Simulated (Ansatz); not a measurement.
Ansatz (a program for electronic structure) input (wB97X-V/def2-TZVPD):

Ansatz 0.2 input:
```yaml
crystal:
  periodic: [false, false, false]
  atoms:
    - {symbol: Si, position_ang: [0.09539235, -0.23624565, -0.29201418]}
    - {symbol: O, position_ang: [1.54135452, 0.19838881, 0.41369246]}
    - {symbol: N, position_ang: [-0.90241102, 0.98463940, -0.96984462]}
    - {symbol: N, position_ang: [-0.77732233, -0.85011262, 1.05200131]}
    - {symbol: H, position_ang: [2.28015338, 0.33377078, -0.18489209]}
    - {symbol: H, position_ang: [-1.35046892, 1.68298989, -0.39243529]}
    - {symbol: H, position_ang: [-0.80361197, 1.28137609, -1.92602839]}
    - {symbol: H, position_ang: [-0.29944774, -1.37685126, 1.76630598]}
    - {symbol: H, position_ang: [-1.73482051, -1.14264416, 0.94061191]}
basis:
  gaussian:
    orbitals: def2-TZVPD
hamiltonian:
  xc: {name: wB97X-V}
magnetization: {spin_polarized: true, initial_magnetization: 1}
output: {forces: true}
```

End of the output:

```
mean field evaluation 16: about -12987.4562 eV, gradient 1.7e-4 eV
mean field -12987.45618604 eV, -477.2802116229 hartree, gradient 5.0e-5 eV, S^2 0.751975; 0 other end points of the search recorded, 0 dependent functions left out
the calculation of the forces begins
reference -12987.45618503 eV, -477.2802115859 hartree; 21, 20 occupied and 181, 182 virtual orbitals, 1081 factors
Total energy: -12987.45618503 eV, -477.2802115859 hartree
Atom 0 at     0.095392    -0.236246    -0.292014 Å, force    -0.018944     0.030933     0.126928 eV/Å
Atom 1 at     1.541355     0.198389     0.413692 Å, force    -0.057460    -0.011061    -0.071706 eV/Å
Atom 2 at    -0.902411     0.984639    -0.969845 Å, force     0.044021    -0.026420     0.021579 eV/Å
Atom 3 at    -0.777322    -0.850113     1.052001 Å, force     0.072008     0.044562    -0.086521 eV/Å
Atom 4 at     2.280153     0.333771    -0.184892 Å, force    -0.009661    -0.003579     0.016657 eV/Å
Atom 5 at    -1.350469     1.682990    -0.392435 Å, force     0.001174    -0.012482     0.007366 eV/Å
Atom 6 at    -0.803612     1.281376    -1.926028 Å, force    -0.001287     0.015470    -0.040572 eV/Å
Atom 7 at    -0.299448    -1.376851     1.766306 Å, force     0.014759    -0.023218     0.026684 eV/Å
Atom 8 at    -1.734821    -1.142644     0.940612 Å, force    -0.044609    -0.014204    -0.000415 eV/Å
Dipole moment:    -0.072443     0.063190    -0.146497 e Å
```

It need not be the lowest isomer of its formula.
